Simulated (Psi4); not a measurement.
Torsional profile of CH8OSi2, SMILES CO[SiH2][SiH3]. Scanned: dihedral C1–O2–Si3–Si4; all other coordinates were relaxed at GFN2-xTB. Points at φ and −φ are mirror images. Heavy atoms are numbered in the order of the SMILES CO[SiH2][SiH3], hydrogens after them in the order of the atoms that carry them; the mirror image has the same energies with the sign of each dihedral reversed.

Methods: PBE/def2-TZVP // GFN2-xTB (Psi4); PBE-D3(BJ)/def2-TZVP // GFN2-xTB (Psi4); M06-2X/def2-TZVP // GFN2-xTB (Psi4); MP2/cc-pVTZ = DF-MP2 (frozen core)/cc-pVTZ // GFN2-xTB (Psi4).

Energies relative to the lowest point of each profile, in kJ/mol; the last columns give the difference from MP2:

```csv
φ / °,PBE/def2-TZVP,PBE-D3(BJ)/def2-TZVP,M06-2X/def2-TZVP,MP2/cc-pVTZ,PBE/def2-TZVP − MP2/cc-pVTZ,PBE-D3(BJ)/def2-TZVP − MP2/cc-pVTZ,M06-2X/def2-TZVP − MP2/cc-pVTZ
-150,1.5,1.5,1.7,2.1,-0.6,-0.6,-0.4
-120,3.7,3.8,4.3,5.3,-1.6,-1.5,-1.0
-90,2.6,2.4,4.2,4.5,-1.9,-2.1,-0.3
-60,2.3,1.5,3.5,3.8,-1.5,-2.3,-0.3
-30,3.9,2.7,4.0,5.2,-1.2,-2.4,-1.1
0,5.5,4.4,4.9,6.7,-1.2,-2.4,-1.8
30,3.9,2.7,4.0,5.2,-1.2,-2.4,-1.1
60,2.3,1.5,3.5,3.8,-1.5,-2.3,-0.3
90,2.6,2.4,4.2,4.5,-1.9,-2.1,-0.3
120,3.7,3.8,4.3,5.3,-1.6,-1.5,-1.0
150,1.5,1.5,1.7,2.1,-0.6,-0.6,-0.4
180,0.0,0.0,0.0,0.0,0.0,0.0,0.0
```

PBE/def2-TZVP is furthest from MP2/cc-pVTZ at -90 (-1.9 kJ/mol, below); its mean absolute difference over the points is 1.3 kJ/mol.

PBE-D3(BJ)/def2-TZVP is furthest from MP2/cc-pVTZ at -30 (-2.4 kJ/mol, below); its mean absolute difference over the points is 1.7 kJ/mol.

M06-2X/def2-TZVP is furthest from MP2/cc-pVTZ at 0 (-1.8 kJ/mol, below); its mean absolute difference over the points is 0.7 kJ/mol.
